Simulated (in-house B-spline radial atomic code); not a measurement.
Whole-atom quantities along the 36-electron series, configuration [Ar] 3d10 4s2 4p6. Computed with a radial B-spline atomic code at the basis-set limit: non-relativistic Hartree-Fock, average of the configuration, point nuclei.

This level leaves out relativity, spin-orbit splitting included, which matters for heavy ions.

```tsv
ion	Z	E/Z² (Eh)	Σ<r²> (bohr²)	n(0)/Z³ (bohr⁻³)	Lamb diamagnetic shielding (ppm)	repulsion over attraction
Ce22+	58	-2.4852	5.0009	0.70941	5798.28	0.11746
Pr23+	59	-2.4965	4.7484	0.70998	5913.82	0.1158
Nd24+	60	-2.5074	4.515	0.71055	6029.35	0.11418
Pm25+	61	-2.518	4.2989	0.71109	6144.87	0.1126
Sm26+	62	-2.5284	4.0983	0.71163	6260.37	0.11106
Eu27+	63	-2.5384	3.9118	0.71215	6375.87	0.10956
Gd28+	64	?	?	?	?	?
Tb29+	65	-2.5577	3.5759	0.71314	6606.85	0.10667
Dy30+	66	-2.567	3.4242	0.71362	6722.33	0.10528
Ho31+	67	?	?	?	?	?
Er32+	68	?	?	?	?	?
Tm33+	69	-2.5934	3.024	0.71499	7068.74	0.10129
Yb34+	70	-2.6018	2.9063	0.71542	7184.19	0.10003
Lu35+	71	-2.6099	2.7955	0.71584	7299.65	0.098788
```

Problem. Fill in the row of Gd28+.

Solution. E/Z² (Eh): -2.5482; Σ<r²> (bohr²): 3.7381; n(0)/Z³ (bohr⁻³): 0.71265; Lamb diamagnetic shielding (ppm): 6491.37; repulsion over attraction: 0.1081.

Problem. Fill in the row of Ho31+.

Solution. E/Z² (Eh): -2.576; Σ<r²> (bohr²): 3.2822; n(0)/Z³ (bohr⁻³): 0.71409; Lamb diamagnetic shielding (ppm): 6837.81; repulsion over attraction: 0.10392.

Problem. Fill in the row of Er32+.

Solution. E/Z² (Eh): -2.5848; Σ<r²> (bohr²): 3.1491; n(0)/Z³ (bohr⁻³): 0.71454; Lamb diamagnetic shielding (ppm): 6953.27; repulsion over attraction: 0.10259.

Problem. With what power of Z does the column «Σ<r²> (bohr²)» change over this range?

Solution. A fit of the logarithm of its size against log Z from Z = 58 to 71 has slope -2.87. Unscreened non-relativistic hydrogenic orbitals would give -2.
